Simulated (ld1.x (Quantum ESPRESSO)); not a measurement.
# What one change does to a pseudopotential (Sn (Z = 50), TM)

ld1.x (Quantum ESPRESSO) 7.5 input, shortened:

```
&input
   title='Sn', zed=50., rel=2, dft='PZ', iswitch=3,
   config='[Kr] 4d10 5s2 5p0', rel_dist='average'
 /
 &inputp
   pseudotype=2, tm=.true., lloc=0,
   nlcc=.false.
 /
3
5P  2  1   0.00   0.00  2.15  2.15  0.0
4D  3  2  10.00   0.00  0.90  0.90  0.0
5S  1  0   2.00   0.00  1.55  1.55  0.0
 &test
   configts(1)='4d10 5s2 5p0'
 /
```

Open shells are filled in proportion to 2j + 1 (rel_dist='average').

All-electron outer shells of the reference configuration (LDA (PZ), scalar-relativistic, ld1.x):

```csv
shell,level (eV),outermost node (bohr),outermost maximum (bohr)
4p,-107.14,0.41,0.79
4d,-43.39,0.39,0.88
5s,-26.53,0.98,1.94
5p,-18.13,1.08,2.31
```

Change: wave 5s (bound): rc 1.55 bohr becomes 5s (bound): rc 2.38 bohr.

Cutoffs: the cutoffs (Ry, on a coarse ladder) from which the occupation-weighted sum of valence levels, in a spherical-Bessel basis at the reference potential, stays within 10 and 1 mRy of its value at 400 Ry; they do not see the model core or the augmentation charge, which bear on the density cutoff. Errors are all-electron minus pseudo energies relative to the spin-unpolarised reference configuration.

How do hardness, ghosts and transferability respond?

The potential gets neither clearly harder nor softer (160 Ry and 300 Ry → 160 Ry and 300 Ry); the d channel sets the loose cutoff, while the largest relative change is in s, which becomes softer; of the 5 tests that both files solve, the error grows in 1 and shrinks in 2 by more than 15 % and 0.3 meV (median size 13.7 → 5.0 meV); neither file shows a bound ghost.

| quantity | base | changed |
| --- | --- | --- |
| cutoff, loose | 160 Ry | 160 Ry |
| cutoff, tight | 300 Ry | 300 Ry |
| loose cutoff by channel (10 mRy a level) | d 110 Ry, s 30 Ry | d 110 Ry, s 10 Ry |
| bound ghosts | none | none |
| tests with a reliable result | 6 of 7 | 6 of 7 |
| error for 4d10 5s2 5p1, meV [ΔE -14.28 eV] | +2.7 | +3.8 |
| error for 4d10 5s1 5p0, meV [ΔE 31.45 eV] | +14 | +5.0 |
| error for 4d10 5s0 5p4, meV [ΔE -7.04 eV] | -20 | -17 |
| error for 4d10 5s1 5p2, meV [ΔE -6.57 eV] | -6.1 | -4.0 |
| error for 4d9 5s2 5p3, meV [ΔE 2.92 eV] | -397 | -445 |
